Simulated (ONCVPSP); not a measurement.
**Building the ONCV potential for erbium (Er) (PBE, scalar-relativistic).**

Input for ONCVPSP 4.0.1:

```
# ATOM AND REFERENCE CONFIGURATION
# atsym  z   nc   nv     iexc    psfile
  Er 68.00    9    4        4      upf
#
#   n    l    f
    1    0    2.00
    2    0    2.00
    2    1    6.00
    3    0    2.00
    3    1    6.00
    3    2   10.00
    4    0    2.00
    4    1    6.00
    4    2   10.00
    4    3   12.00
    5    0    2.00
    5    1    6.00
    6    0    2.00
#
# PSEUDOPOTENTIAL AND OPTIMIZATION
# lmax
    3
#
#   l,   rc,      ep,       ncon, nbas, qcut
    0    1.70    0.00    3    6    7.10
    1    1.40    0.00    5    8    6.40
    2    1.55    0.14    4    7    5.20
    3    1.00    0.00    4    9   16.10
#
# LOCAL POTENTIAL
# lloc, lpopt,  rc(5),   dvloc0
    3    5    1.00    0.00
#
# VANDERBILT-KLEINMAN-BYLANDER PROJECTORs
# l, nproj, debl
    0    2    1.30
    1    2    1.90
    2    2    2.20
    3    0    2.70
#
# MODEL CORE CHARGE
# icmod, fcfact, rcfact
    2    0.25    0.70
#
# LOG DERIVATIVE ANALYSIS
# epsh1, epsh2, depsh
   -3.00    5.00    0.02
#
# OUTPUT GRID
# rlmax, drl
    6.00    0.01
#
# TEST CONFIGURATIONS
# ncnf
    4
# nvcnf
#   n    l    f
    4
    4    3   12.00
    5    0    2.00
    5    1    6.00
    6    0    1.00
#
    4
    4    3   12.00
    5    0    2.00
    5    1    6.00
    6    0    0.00
#
    4
    4    3   11.00
    5    0    2.00
    5    1    6.00
    6    0    0.00
#
    4
    4    3   12.00
    5    0    2.00
    5    1    5.00
    6    0    2.00
#
```

Command:

```bash
oncvpsp.x < Er.dat > Er.out
```

Output (shortened: citation, most of the input echo, consistency checks and plot data are left out):

```
ONCVPSP  (Optimized Norm-Conservinng Vanderbilt PSeudopotential)
scalar-relativistic version 4.0.1

#   n    l    f        energy (Ha)
    1    0    2.00    -2.1085700E+03
    2    0    2.00    -3.5422781E+02
    2    1    6.00    -3.1327089E+02
    3    0    2.00    -7.9368619E+01
    3    1    6.00    -6.6912222E+01
    3    2   10.00    -5.1332466E+01
    4    0    2.00    -1.5655450E+01
    4    1    6.00    -1.1559801E+01
    4    2   10.00    -6.0764935E+00
    4    3   12.00    -1.1525825E-01
    5    0    2.00    -1.9058635E+00
    5    1    6.00    -9.6958197E-01
    6    0    2.00    -1.4079523E-01

Reference configufation results
  iterations    36
  all-electron total energy (Ha)   -1.30863697D+04

Begin loop to  construct optimized pseudo wave functions
and semi-local pseudopoentials for all angular momenta

Calculating optimized projector #   1

 for l=   0

    Fraction of norm inside rc  0.860173
    Optimizing pswf for qcut=   7.11 a_B^-1,  ecut=  25.26 Ha
    Residual kinetic energy error=  5.06D-06 Ha

    Energy error per electron        Cutoff
         Ha          eV             Ha
         0.01000     0.27211       14.10
         0.00100     0.02721       18.06
         0.00010     0.00272       21.30
         0.00001     0.00027       24.02

Calculating optimized projector #   2

 for l=   0

    Fraction of norm inside rc  0.033962
    Optimizing pswf for qcut=   7.11 a_B^-1,  ecut=  25.26 Ha
    Residual kinetic energy error=  7.40D-07 Ha

    Energy error per electron        Cutoff
         Ha          eV             Ha
         0.01000     0.27211        9.91
         0.00100     0.02721       15.34
         0.00010     0.00272       19.23
         0.00001     0.00027       22.32

   Wellstate for l =  1  n =  6
     eigenvalue =   0.9304
     asymptotic potential =   1.4304
     half-point radius =  2.7416

Calculating optimized projector #   1

 for l=   1

    Fraction of norm inside rc  0.479697
    Optimizing pswf for qcut=   6.40 a_B^-1,  ecut=  20.50 Ha
    Residual kinetic energy error=  2.89D-03 Ha

    Energy error per electron        Cutoff
         Ha          eV             Ha
         0.01000     0.27211       16.66
         0.00100     0.02721       33.08
         0.00010     0.00272       78.52
         0.00001     0.00027       94.88

Calculating optimized projector #   2

 for l=   1

    Fraction of norm inside rc  0.130172
    Optimizing pswf for qcut=   6.40 a_B^-1,  ecut=  20.50 Ha
    Residual kinetic energy error=  2.35D-03 Ha

    Energy error per electron        Cutoff
         Ha          eV             Ha
         0.01000     0.27211       15.19
         0.00100     0.02721       36.43
         0.00010     0.00272      116.66
         0.00001     0.00027      135.66

WARNING wellstate: moderately localized bound state found for n= 5 l=  2
WARNING scattering state with energy  0.05000000
WARNING will be used for the first projector

   Wellstate for l =  2  n =  5
     eigenvalue =   0.0500
     asymptotic potential =   0.5500
     half-point radius =  4.0794

   Wellstate for l =  2  n =  6
     eigenvalue =   2.2500
     asymptotic potential =   2.7500
     half-point radius =  2.6321

Calculating optimized projector #   1

 for l=   2

    Fraction of norm inside rc  0.201367
    Optimizing pswf for qcut=   5.19 a_B^-1,  ecut=  13.48 Ha
    Residual kinetic energy error=  1.95D-05 Ha

    Energy error per electron        Cutoff
         Ha          eV             Ha
         0.01000     0.27211        7.06
         0.00100     0.02721        9.70
         0.00010     0.00272       11.86
         0.00001     0.00027       17.76

Calculating optimized projector #   2

 for l=   2

    Fraction of norm inside rc  0.215212
    Optimizing pswf for qcut=   5.19 a_B^-1,  ecut=  13.48 Ha
    Residual kinetic energy error=  2.76D-03 Ha

    Energy error per electron        Cutoff
         Ha          eV             Ha
         0.01000     0.27211        9.56
         0.00100     0.02721       52.41
         0.00010     0.00272       93.34
         0.00001     0.00027      108.92

Calculating optimized projector #   1

 for l=   3

    Fraction of norm inside rc  0.739065
    Optimizing pswf for qcut=  16.08 a_B^-1,  ecut= 129.32 Ha
    Residual kinetic energy error=  2.00D-04 Ha

    Energy error per electron        Cutoff
         Ha          eV             Ha
         0.01000     0.27211      104.30
         0.00100     0.02721      117.62
         0.00010     0.00272      282.75

Construct Vanderbilt / Kleinmman-Bylander projectors

B matrix Hermiticity error, ll=   0
   1   2    1.5281E-04

  Orthonormal projector coefficients  2.9361E+01  1.2767E+00

B matrix Hermiticity error, ll=   1
   1   2    2.7934E-04

  Orthonormal projector coefficients  2.6482E+01  5.7522E+00

B matrix Hermiticity error, ll=   2
   1   2    2.2561E-04

  Orthonormal projector coefficients  1.7622E+01  1.4448E+00

Model core correction analysis
  based on d2Exc/dn_idn_j

d2excae - all-electron derivatives

   -1.941867D-02   -1.204459D-02   -9.018659D-03   -1.210047D-03
   -1.204440D-02   -2.605523D-02   -2.260281D-02   -1.387141D-03
   -9.018480D-03   -2.260275D-02   -2.325938D-02   -2.683340D-03
   -1.209795D-03   -1.386734D-03   -2.682342D-03   -2.741767D-02

d2excps - pseudofunction derivatives with no core correction

   -3.903447D-02   -1.637320D-02   -1.059635D-02   -1.550422D-03
   -1.637308D-02   -2.691115D-02   -2.351773D-02   -1.470411D-03
   -1.059619D-02   -2.351769D-02   -2.418790D-02   -2.750510D-03
   -1.549992D-03   -1.470010D-03   -2.749513D-03   -2.742846D-02

rms 2nd derivative error    5.188665E-03

amplitude prefactor, scale prefactor
    5.0290    1.3006

d2excps - pseudofunction derivatives with core correction

   -2.716100D-02   -1.349027D-02   -9.461849D-03   -1.319174D-03
   -1.349010D-02   -2.477648D-02   -2.247318D-02   -1.306537D-03
   -9.461664D-03   -2.247310D-02   -2.368841D-02   -2.666605D-03
   -1.318734D-03   -1.306127D-03   -2.665607D-03   -2.741584D-02

rms 2nd derivative error    2.037259E-03

Pseudoatom total energy -189.045512

Diagnostic tests using Vanderbilt-Kleinman-Bylander pseudopotentials
  1 or more projectors used as specified by nproj input data

   l    rcore       rmatch      e in        delta e   norm test  slope test

   0   1.7033005   1.7550164  -1.9058635   0.0000038   1.0001512   1.0001583
   0   1.7033005   1.7550164  -0.1407952   0.0000026   1.0000484   1.0000407

   1   1.4065523   1.4492583  -0.9695820  -0.0000079   1.0001196   1.0001610
   1   1.4065523   1.4492583   0.9304180   0.0000100   1.0003445   1.0003445

   2   1.5571182   1.6043956   0.0500000   0.0000134   1.0001074   1.0001074
run_diag: lschvkbbe ERROR   2   3   2  60  2.24999999E+00  1.97499999E+00
   2   1.5571182   1.6043956   2.2500000  -0.2750000   0.0517611   0.0716857

   3   1.0001635   1.0305306  -0.1152583   0.0000287   0.9999989   0.9999444

 Testing for bound ghosts
   n   l    E NL Schr. Eq   E Basis Diag.   E Cutoff

       0                      -27.049557     44.00  WARNING - GHOST(-)
   1   0       -1.905860       -1.894921     44.00
   2   0       -0.140793       -0.026219     44.00

       1                       -7.170422    152.44  WARNING - GHOST(-)
   2   1       -0.969590       -0.967129    152.44

   3   2       -0.033602        0.041523    105.65

 Testing for highly-localized positive-energy ghosts
       l    <radius>/rc     E Basis Diag.   E Cutoff

       0        0.876651        8.528663     44.00  WARNING - GHOST(+)

       2        0.299391        2.216406    105.65  WARNING - GHOST(+)

Test configuration 0

   n   l     f        eae           eps        diff
   1   0  2.0000-2108.56997619
   2   0  2.0000 -354.22780503
   2   1  6.0000 -313.27089243
   3   0  2.0000  -79.36861949
   3   1  6.0000  -66.91222212
   3   2 10.0000  -51.33246577
   4   0  2.0000  -15.65544984
   4   1  6.0000  -11.55980146
   4   2 10.0000   -6.07649350
   4   3 12.0000   -0.11525825   -0.11522951    2.87D-05
   5   0  2.0000   -1.90586348   -1.90585967    3.80D-06
   5   1  6.0000   -0.96958197   -0.96958984   -7.87D-06
   6   0  2.0000   -0.14079523   -0.14079261    2.62D-06

    Total energies and differences
      AE_ref= -1.30863697D+04  AE_tst= -1.30863697D+04  dif=  0.00D+00
      PS_ref= -1.89045512D+02  PS_tst= -1.89045512D+02  dif=  1.14D-13
      PSP excitation error= -1.14D-13

Test configuration 1

   n   l     f        eae           eps        diff
   1   0  2.0000-2108.81267531
   2   0  2.0000 -354.46951302
   2   1  6.0000 -313.51273759
   3   0  2.0000  -79.60899947
   3   1  6.0000  -67.15262835
   3   2 10.0000  -51.57299506
   4   0  2.0000  -15.89635261
   4   1  6.0000  -11.80091098
   4   2 10.0000   -6.31788778
   4   3 12.0000   -0.35717250   -0.35720137   -2.89D-05
   5   0  2.0000   -2.15041542   -2.15048164   -6.62D-05
   5   1  6.0000   -1.21359491   -1.21376963   -1.75D-04
   6   0  1.0000   -0.33288333   -0.33291437   -3.10D-05

    Total energies and differences
      AE_ref= -1.30863697D+04  AE_tst= -1.30861342D+04  dif=  2.35D-01
      PS_ref= -1.89045512D+02  PS_tst= -1.88810715D+02  dif=  2.35D-01
      PSP excitation error=  6.89D-04

Test configuration 2

   n   l     f        eae           eps        diff
   1   0  2.0000-2109.09845160
   2   0  2.0000 -354.75338343
   2   1  6.0000 -313.79680787
   3   0  2.0000  -79.89071923
   3   1  6.0000  -67.43438579
   3   2 10.0000  -51.85494456
   4   0  2.0000  -16.17887930
   4   1  6.0000  -12.08374539
   4   2 10.0000   -6.60113079
   4   3 12.0000   -0.64079225   -0.64081491   -2.27D-05
   5   0  2.0000   -2.43733298   -2.43734316   -1.02D-05
   5   1  6.0000   -1.49837170   -1.49862781   -2.56D-04

    Total energies and differences
      AE_ref= -1.30863697D+04  AE_tst= -1.30856947D+04  dif=  6.75D-01
      PS_ref= -1.89045512D+02  PS_tst= -1.88371157D+02  dif=  6.74D-01
      PSP excitation error=  6.39D-04

Test configuration 3

psatom: WARNING lschvkbb convergence error n,l,iter=   4   3   3
ea(ii),et,emin,emax -1.152295E-01 -1.267525E-01 -1.267525E-01 -1.267525E-01
run_config: WARNING for fully non-local PS atom, stg. 1
 WARNING no output for configuration 4

Test configuration 4

   n   l     f        eae           eps        diff
   1   0  2.0000-2109.02296905
   2   0  2.0000 -354.66735013
   2   1  6.0000 -313.71225866
   3   0  2.0000  -79.79352127
   3   1  6.0000  -67.33744079
   3   2 10.0000  -51.75876281
   4   0  2.0000  -16.08554693
   4   1  6.0000  -11.99190406
   4   2 10.0000   -6.51102974
   4   3 12.0000   -0.54696277   -0.54413453    2.83D-03
   5   0  2.0000   -2.33742849   -2.33810284   -6.74D-04
   5   1  5.0000   -1.38193339   -1.38367426   -1.74D-03
   6   0  2.0000   -0.39152867   -0.39160024   -7.16D-05

    Total energies and differences
      AE_ref= -1.30863697D+04  AE_tst= -1.30851996D+04  dif=  1.17D+00
      PS_ref= -1.89045512D+02  PS_tst= -1.87874132D+02  dif=  1.17D+00
      PSP excitation error= -1.32D-03
```

Note: ghosts flagged at negative energy: s at -736.1 eV, p at -195.1 eV; GHOST(+) flagged for d at 60.3 eV, s at 232.1 eV. A true bound ghost makes a file unfit for plane-wave use.

The run took about 4.8 s on one core of a shared server CPU.
